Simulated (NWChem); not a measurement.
System: SbCl$_{3}$, triplet; SMILES of the neutral closed-shell parent [Cl][Sb]([Cl])[Cl]

NWChem printed, in part:

```
             Northwest Computational Chemistry Package (NWChem) 7.3.0
             --------------------------------------------------------

 CS  symmetry detected

                             Geometry "geometry" -> ""
                             -------------------------

 Output coordinates in angstroms (scale by  1.889725989 to convert to a.u.)

  No.       Tag          Charge          X              Y              Z
 ---- ---------------- ---------- -------------- -------------- --------------
    1 Sb                  51.0000     0.54840954     0.32335771     0.00000000
    2 Cl                  17.0000    -0.40011865     2.50923150     0.00000000
    3 Cl                  17.0000     0.36486599    -2.63564446     0.00000000
    4 Cl                  17.0000    -1.60997597    -0.84366018     0.00000000

 Effective nuclear repulsion energy (a.u.)     663.9369578689

      Symmetry information
      --------------------

 Group name             Cs
 Group number              2
 Group order               2
 No. of unique centers     4

                                 NWChem DFT Module
                                 -----------------

 Summary of "ao basis" -> "ao basis" (spherical)
 ------------------------------------------------------------------------------
       Tag                 Description            Shells   Functions and Types
 ---------------- ------------------------------  ------  ---------------------
 Sb                         def2-svp                10       26   4s4p2d
 Cl                         def2-svp                 8       18   4s3p1d

      Symmetry analysis of basis
      --------------------------

        a'         57
        a"         23

            General Information
            -------------------
          SCF calculation type: DFT
          Wavefunction type:  spin polarized.
          No. of atoms     :     4
          No. of electrons :    74
           Alpha electrons :    38
            Beta electrons :    36
          Charge           :     0
          Spin multiplicity:     3
          Use of symmetry is: on ; symmetry adaption is: on
          Maximum number of iterations: 150
          AO basis - number of functions:    80
                     number of shells:    34
          Convergence on energy requested:  1.00D-06
          Convergence on density requested:  1.00D-05
          Convergence on gradient requested:  5.00D-04

              XC Information
              --------------
                         MN15 Method XC Functional
                     Hartree-Fock (Exact) Exchange  0.440
                          MN15 Exchange Functional  1.000
                        MN15 Correlation Potential  1.000

             Grid Information
             ----------------
          Grid used for XC integration:  coarse
          Radial quadrature: Mura-Knowles
          Angular quadrature: Lebedev.
          Tag              B.-S. Rad. Rad. Pts. Rad. Cut. Ang. Pts.
          ---              ---------- --------- --------- ---------
          Sb                  1.45      104           8.0       302
          Cl                  1.00       70          12.0       302
          Grid pruning is: on
          Number of quadrature shells:   314
          Spatial weights used:  Erf1

      Superposition of Atomic Density Guess
      -------------------------------------

 Sum of atomic energies:       -1655.58287196

      Non-variational initial energy
      ------------------------------

 Total energy =   -1617.167178
 1-e energy   =   -3064.880419
 2-e energy   =    1077.107332
 HOMO         =      -0.316295
 LUMO         =      -0.123272

   Symmetry analysis of molecular orbitals - initial alpha
   -------------------------------------------------------

  Numbering of irreducible representations:

     1 a'          2 a"

  Orbital symmetries:

     1 a'          2 a'          3 a'          4 a'          5 a'
     6 a'          7 a'          8 a'          9 a"         10 a'
    11 a'         12 a"         13 a'         14 a'         15 a"
    16 a'         17 a'         18 a'         19 a"         20 a'
    21 a'         22 a'         23 a"         24 a"         25 a'
    26 a'         27 a'         28 a'         29 a'         30 a'
    31 a"         32 a'         33 a"         34 a'         35 a"
    36 a'         37 a'         38 a"         39 a'         40 a'
    41 a'         42 a'         43 a'         44 a"         45 a"
    46 a"         47 a'         48 a'

   Symmetry analysis of molecular orbitals - initial beta
   ------------------------------------------------------

  Numbering of irreducible representations:

     1 a'          2 a"

  Orbital symmetries:

     1 a'          2 a'          3 a'          4 a'          5 a'
     6 a'          7 a'          8 a'          9 a"         10 a'
    11 a'         12 a"         13 a'         14 a'         15 a"
    16 a'         17 a'         18 a'         19 a"         20 a'
    21 a'         22 a'         23 a"         24 a"         25 a'
    26 a'         27 a'         28 a'         29 a'         30 a'
    31 a"         32 a'         33 a"         34 a'         35 a"
    36 a'         37 a'         38 a"         39 a'         40 a'
    41 a'         42 a'         43 a'         44 a"         45 a"
    46 a"         47 a'         48 a'

     ---------------------------------------------
      Total Density - Mulliken Population Analysis
     ---------------------------------------------

    Atom       Charge   Shell Charges
 -----------   ------   -------------------------------------------------------
    1 Sb  23    21.95   2.11 -0.07  1.25  0.64  2.98  3.02  0.95  0.97  9.81  0.29
    2 Cl  17    17.54   2.00  1.99  1.23  0.73  5.94  2.17  3.47  0.01
    3 Cl  17    17.38   2.00  1.99  1.25  0.75  5.94  2.08  3.36  0.00
    4 Cl  17    17.13   2.00  1.99  1.23  0.74  5.94  2.00  3.22  0.01

     --------------------------------------------
      Spin Density - Mulliken Population Analysis
     --------------------------------------------

    Atom       Charge   Shell Charges
 -----------   ------   -------------------------------------------------------
    1 Sb  23     0.92  -0.00  0.00 -0.00  0.00 -0.02  0.03  0.39  0.53  0.00  0.00
    2 Cl  17     0.05   0.00  0.00  0.00 -0.00  0.00  0.02  0.02  0.00
    3 Cl  17     0.52   0.00  0.00  0.00 -0.00  0.00  0.21  0.30  0.00
    4 Cl  17     0.51   0.00  0.00  0.00 -0.00  0.00  0.21  0.29  0.00

   convergence    iter        energy       DeltaE   RMS-Dens  Diis-err
 ---------------- ----- ----------------- --------- --------- ---------
 d= 0,ls=0.0,diis     1  -1619.3868644641 -1.99D+03  9.64D-03  3.09D-01
                                                     9.10D-03  2.92D-01
 d= 0,ls=0.0,diis     2  -1619.4275917030 -4.07D-02  5.15D-03  8.41D-02
                                                     5.33D-03  8.08D-02
 d= 0,ls=0.0,diis     3  -1619.4639172034 -3.63D-02  1.95D-03  2.99D-02
                                                     2.14D-03  2.98D-02
 d= 0,ls=0.0,diis     4  -1619.4815523864 -1.76D-02  3.62D-04  4.62D-04
                                                     3.23D-04  3.94D-04
 d= 0,ls=0.0,diis     5  -1619.4818293160 -2.77D-04  1.13D-04  7.08D-05
                                                     2.18D-04  1.05D-04
  Resetting Diis
 d= 0,ls=0.0,diis     6  -1619.4819208129 -9.15D-05  1.02D-04  3.30D-05
                                                     9.82D-05  2.23D-05
 d= 0,ls=0.0,diis     7  -1619.4819507380 -2.99D-05  4.70D-05  3.19D-06
                                                     6.84D-05  4.17D-06
 d= 0,ls=0.0,diis     8  -1619.4819564476 -5.71D-06  2.59D-05  3.81D-06
                                                     2.69D-05  3.44D-06
 d= 0,ls=0.0,diis     9  -1619.4819594195 -2.97D-06  2.22D-05  2.16D-07
                                                     4.20D-05  3.79D-07
 d= 0,ls=0.0,diis    10  -1619.4819610716 -1.65D-06  7.63D-06  8.60D-08
                                                     1.40D-05  9.43D-08
 d= 0,ls=0.0,diis    11  -1619.4819613079 -2.36D-07  1.35D-06  9.66D-09
                                                     6.49D-06  2.45D-08

         Total DFT energy =    -1619.481961307854
      One electron energy =    -3065.155654009788
           Coulomb energy =     1178.250706594561
    Exchange-Corr. energy =     -103.182922653264
 Nuclear repulsion energy =      370.605908760637

 Numeric. integr. density =       74.000003955006

                  Occupations of the irreducible representations
                  ----------------------------------------------

                     irrep           alpha         beta
                     --------     --------     --------
                     a'               28.0         27.0
                     a"               10.0          9.0

                    DFT Final Alpha Molecular Orbital Analysis
                    ------------------------------------------

 Vector   36  Occ=1.000000D+00  E=-3.507733D-01  Symmetry=a'
              MO Center= -3.6D-02,  4.4D-01,  1.6D-15, r^2= 6.7D+00
   Bfn.  Coefficient  Atom+Function         Bfn.  Coefficient  Atom+Function
  ----- ------------  ---------------      ----- ------------  ---------------
    37      0.443951  2 Cl px                34      0.340505  2 Cl px
     3     -0.331149  1 Sb s                 56      0.274003  3 Cl py
    55      0.236630  3 Cl px                53      0.214295  3 Cl py
    31      0.195268  2 Cl px                52      0.183069  3 Cl px
    73      0.164649  4 Cl px                 4     -0.156324  1 Sb s

 Vector   37  Occ=1.000000D+00  E=-3.345179D-01  Symmetry=a'
              MO Center= -6.3D-01, -1.5D+00, -2.6D-16, r^2= 3.7D+00
   Bfn.  Coefficient  Atom+Function         Bfn.  Coefficient  Atom+Function
  ----- ------------  ---------------      ----- ------------  ---------------
    74     -0.402973  4 Cl py                55      0.390524  3 Cl px
    71     -0.319613  4 Cl py                52      0.309327  3 Cl px
    56     -0.283028  3 Cl py                73      0.281915  4 Cl px
    53     -0.213881  3 Cl py                70      0.214466  4 Cl px
    68     -0.178722  4 Cl py                49      0.172735  3 Cl px

 Vector   38  Occ=1.000000D+00  E=-2.623025D-01  Symmetry=a"
              MO Center=  3.1D-01,  5.0D-01, -5.9D-16, r^2= 3.4D+00
   Bfn.  Coefficient  Atom+Function         Bfn.  Coefficient  Atom+Function
  ----- ------------  ---------------      ----- ------------  ---------------
    13      0.619333  1 Sb pz                16      0.454219  1 Sb pz
    39     -0.299775  2 Cl pz                10     -0.215270  1 Sb pz
    75     -0.211972  4 Cl pz                36     -0.205746  2 Cl pz
     7     -0.174036  1 Sb pz                72     -0.146813  4 Cl pz
    33     -0.116937  2 Cl pz                57     -0.087749  3 Cl pz

 Vector   39  Occ=0.000000D+00  E=-7.295257D-02  Symmetry=a'
              MO Center=  2.9D-01,  2.7D-01, -5.3D-16, r^2= 3.8D+00
   Bfn.  Coefficient  Atom+Function         Bfn.  Coefficient  Atom+Function
  ----- ------------  ---------------      ----- ------------  ---------------
    14      0.602664  1 Sb px                11      0.508701  1 Sb px
    73      0.397333  4 Cl px                 3     -0.346990  1 Sb s
    66      0.311036  4 Cl s                 15      0.300605  1 Sb py
    74      0.253849  4 Cl py                12      0.234328  1 Sb py
    70      0.208931  4 Cl px                 8     -0.180575  1 Sb px

 Vector   40  Occ=0.000000D+00  E=-3.318398D-02  Symmetry=a'
              MO Center=  4.5D-01,  5.5D-01, -2.6D-15, r^2= 4.0D+00
   Bfn.  Coefficient  Atom+Function         Bfn.  Coefficient  Atom+Function
  ----- ------------  ---------------      ----- ------------  ---------------
    15      0.687874  1 Sb py                12      0.543927  1 Sb py
    38      0.475261  2 Cl py                30     -0.375006  2 Cl s
    14     -0.270245  1 Sb px                35      0.229198  2 Cl py
    56      0.222634  3 Cl py                37     -0.220395  2 Cl px
     3      0.213548  1 Sb s                 11     -0.204478  1 Sb px

 Vector   41  Occ=0.000000D+00  E= 1.709226D-01  Symmetry=a'
              MO Center=  3.3D-01,  4.9D-01,  3.2D-15, r^2= 4.1D+00
   Bfn.  Coefficient  Atom+Function         Bfn.  Coefficient  Atom+Function
  ----- ------------  ---------------      ----- ------------  ---------------
     4     -2.319267  1 Sb s                  3      2.199981  1 Sb s
    14      0.385236  1 Sb px                30      0.321984  2 Cl s
     1     -0.308944  1 Sb s                 66      0.299198  4 Cl s
     2     -0.287326  1 Sb s                 24     -0.282837  1 Sb d  0
    38     -0.151460  2 Cl py                15     -0.147611  1 Sb py

                     DFT Final Beta Molecular Orbital Analysis
                     -----------------------------------------

 Vector   34  Occ=1.000000D+00  E=-3.556771D-01  Symmetry=a'
              MO Center= -4.5D-01,  1.3D+00, -4.9D-15, r^2= 5.1D+00
   Bfn.  Coefficient  Atom+Function         Bfn.  Coefficient  Atom+Function
  ----- ------------  ---------------      ----- ------------  ---------------
    37      0.447912  2 Cl px                34      0.344800  2 Cl px
    38      0.303939  2 Cl py                35      0.237649  2 Cl py
    74      0.213162  4 Cl py                56     -0.211477  3 Cl py
    31      0.197614  2 Cl px                71      0.175144  4 Cl py
    53     -0.166409  3 Cl py                73      0.153754  4 Cl px

 Vector   35  Occ=1.000000D+00  E=-3.471271D-01  Symmetry=a"
              MO Center= -5.5D-02, -2.2D+00,  6.7D-16, r^2= 2.7D+00
   Bfn.  Coefficient  Atom+Function         Bfn.  Coefficient  Atom+Function
  ----- ------------  ---------------      ----- ------------  ---------------
    57      0.570844  3 Cl pz                54      0.446145  3 Cl pz
    75     -0.302407  4 Cl pz                51      0.253644  3 Cl pz
    72     -0.240809  4 Cl pz                69     -0.135750  4 Cl pz
    39      0.084432  2 Cl pz                36      0.065073  2 Cl pz
    33      0.037275  2 Cl pz

 Vector   36  Occ=1.000000D+00  E=-3.385398D-01  Symmetry=a'
              MO Center=  1.9D-01, -4.0D-01, -1.1D-14, r^2= 6.8D+00
   Bfn.  Coefficient  Atom+Function         Bfn.  Coefficient  Atom+Function
  ----- ------------  ---------------      ----- ------------  ---------------
     3      0.395152  1 Sb s                 56     -0.377865  3 Cl py
    37     -0.320174  2 Cl px                53     -0.294700  3 Cl py
    55     -0.249114  3 Cl px                34     -0.242084  2 Cl px
    38      0.219223  2 Cl py                52     -0.193585  3 Cl px
    35      0.167526  2 Cl py                50     -0.167358  3 Cl py

 Vector   37  Occ=0.000000D+00  E=-1.685899D-01  Symmetry=a'
              MO Center= -2.0D-01, -2.1D+00,  1.2D-16, r^2= 2.7D+00
   Bfn.  Coefficient  Atom+Function         Bfn.  Coefficient  Atom+Function
  ----- ------------  ---------------      ----- ------------  ---------------
    55      0.498324  3 Cl px                56     -0.349482  3 Cl py
    52      0.346423  3 Cl px                74     -0.305005  4 Cl py
    73      0.269166  4 Cl px                53     -0.233807  3 Cl py
    71     -0.229459  4 Cl py                49      0.202024  3 Cl px
    70      0.188594  4 Cl px                50     -0.137485  3 Cl py

[...]

                         DFT ENERGY GRADIENTS

    atom               coordinates                        gradient
                 x          y          z           x          y          z
   1 Sb      1.036344   0.611057   0.000000    0.003410  -0.001750   0.000000
   2 Cl     -0.756115   4.741760   0.000000   -0.000976   0.002726   0.000000
   3 Cl      0.689497  -4.980646   0.000000   -0.000860   0.001440   0.000000
   4 Cl     -3.042413  -1.594287   0.000000   -0.001574  -0.002416   0.000000
```

Level: MN15/def2-SVP with def2 effective core potentials on Sb, spin-unrestricted. All runs use the structure optimised with PBE0/def2-SVP, spin-unrestricted. This spin state was assumed; another may lie lower. No stability test was run on the SCF state. def2 effective core potentials on Sb; no spin-orbit coupling.

Q: Write an input that gives this output.

A: This is not unique; one that fits is the input that was run:
```
start job
memory heap 200 mb stack 900 mb global 1100 mb
geometry units angstroms noautoz
  Sb    -0.497605    -0.334501     0.513887
  Cl    -0.645941    -2.259378    -0.882750
  Cl    -0.037914     2.555663     0.988248
  Cl     0.051324     1.209782    -1.312154
end
basis spherical
  * library def2-svp
end
ecp
  Sb library def2-ecp
end
dft
  odft
  mult 3
  xc mn15
  grid coarse
  iterations 150
  mulliken
end
task dft gradient
```
